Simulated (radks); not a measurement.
Co V, 23 electrons, occupied as [Ar] 3d4 4p1 (not the ground configuration).

Method: scalar-relativistic Kohn-Sham, r2SCAN, spin-polarised, spherical densities, finite nucleus; open shells are filled with parallel spins first; meta-GGA in the generalised Kohn-Sham scheme; Fermi nuclear charge, rms radius 3.7875 fm; computed with a radial shooting solver on a logarithmic mesh with Libxc functionals.

Energy parts (eV):
total: -37773.019
kinetic: 38268.354
electron-nucleus: -88840.509
Hartree: 14363.402
exchange-correlation: -1564.266

Orbitals (lengths in bohr, moments of r in powers of bohr; <r^-3> diverges for s and p1/2; r(max) is where P^2 peaks):
orbital  occ.  eigenvalue (eV)     <r^2>   <r^-3>   r(max)      <r>
1s up       1        -7692.711  0.004250        -  0.03679  0.05621
1s down     1        -7692.617  0.004250        -  0.03679  0.05621
2s up       1        -986.5873   0.07693        -   0.2130   0.2552
2s down     1        -982.9195   0.07649        -   0.2128   0.2546
2p up       3        -854.0624   0.06228    548.1   0.1722   0.2252
2p down     3        -851.2091   0.06183    550.9   0.1720   0.2244
3s up       1        -179.7732    0.6438        -   0.6594   0.7491
3s down     1        -172.3344    0.6542        -   0.6620   0.7550
3p up       3        -140.7304    0.7019    75.95   0.6654   0.7757
3p down     3        -133.2768    0.7151    73.70   0.6692   0.7829
3d up       4         -78.7944    0.8450    8.021   0.6257   0.8313
3d down     0         -70.9654    0.8722    7.841   0.6342   0.8438
4s up       0         -49.9921     4.317        -    1.787    1.961
4p up       1         -40.5343     5.286    10.96    1.973    2.167
4d up       0         -26.7737     8.053    1.098    2.413    2.660
4f up       0         -16.5215     13.60  0.06565    2.936    3.460

The highest occupied level is 4p up at -40.534 eV. The configuration is held as typed, so some empty levels lie below it. Spin moment in Bohr magnetons: 5. Summed over all electrons, <r^2> = 14.75 bohr^2, which gives a Langevin (diamagnetic) susceptibility term of -11.7 x 10^-6 cm^3/mol. The density falls to 0.001 e/bohr^3 at r = 3.33 bohr.
